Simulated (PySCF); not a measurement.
## Fractional electron number in Xe²⁺ (xenon, charge +2)

The 5p beta orbital of [Kr] 4d10 5s2 5p4 is emptied in steps (occupation f), with all orbitals relaxed, ending at [Kr] 4d10 5s2 5p3. Computed with PySCF 2.14 in aug-cc-pVDZ-PP with ECP28MDF (5s4p3d, 32 functions), with a scalar-relativistic core potential. The exact energy is a straight line in f; departures are measured from the line between the end points of the same method.

```csv
f,UHF (eV),LDA (eV),PBE (eV),PBE0 (eV),r2SCAN (eV),LC-wPBE (eV),BHandHLYP (eV),wB97X (eV),HSE06 (eV)
1,0.000,0.000,0.000,0.000,0.000,0.000,0.000,0.000,0.000
0.9,0.053,-0.447,-0.433,-0.313,-0.404,-0.060,-0.206,-0.112,-0.355
0.7,0.121,-1.044,-1.008,-0.728,-0.932,-0.138,-0.484,-0.271,-0.828
0.5,0.142,-1.243,-1.198,-0.864,-1.094,-0.161,-0.579,-0.337,-0.985
0.3,0.117,-1.044,-1.004,-0.723,-0.899,-0.131,-0.491,-0.297,-0.825
0.1,0.049,-0.447,-0.429,-0.309,-0.372,-0.053,-0.213,-0.134,-0.351
0,0.000,0.000,0.000,0.000,0.000,0.000,0.000,0.000,0.000
```

```tsv
method	E(f=0) − E(f=1) (eV)	−ε at f=1 (eV)	−ε at f=0.5 (eV)
UHF	29.264	29.857	29.252
LDA	30.745	25.778	30.747
PBE	30.410	25.601	30.423
PBE0	30.422	26.942	30.438
r2SCAN	30.430	25.928	30.524
LC-wPBE	30.553	29.879	30.572
BHandHLYP	30.442	28.154	30.422
wB97X	30.591	29.360	30.515
HSE06	30.472	26.530	30.478
```

Orbital energy along the path (eV):

```csv
f,UHF,LDA,PBE,PBE0,r2SCAN,LC-wPBE,BHandHLYP,wB97X,HSE06
1,-29.857,-25.778,-25.601,-26.942,-25.928,-29.879,-28.154,-29.360,-26.530
0.9,-29.729,-26.767,-26.566,-27.644,-26.860,-30.022,-28.603,-29.575,-27.317
0.7,-29.484,-28.754,-28.497,-29.046,-28.709,-30.302,-29.508,-30.024,-28.896
0.5,-29.252,-30.747,-30.423,-30.438,-30.524,-30.572,-30.422,-30.515,-30.478
0.3,-29.031,-32.739,-32.335,-31.815,-32.265,-30.825,-31.354,-31.079,-32.058
0.1,-28.820,-34.720,-34.230,-33.173,-33.822,-31.042,-32.318,-31.753,-33.609
0,-28.719,-35.703,-35.171,-33.845,-34.450,-31.126,-32.823,-32.094,-34.352
```

Reference removal energy between the ground levels: 31.05 ± 0.04 eV (semi-empirical (NIST evaluation); NIST Atomic Spectra Database, ionization energies). The calculation has no spin-orbit coupling. UHF lacks correlation.
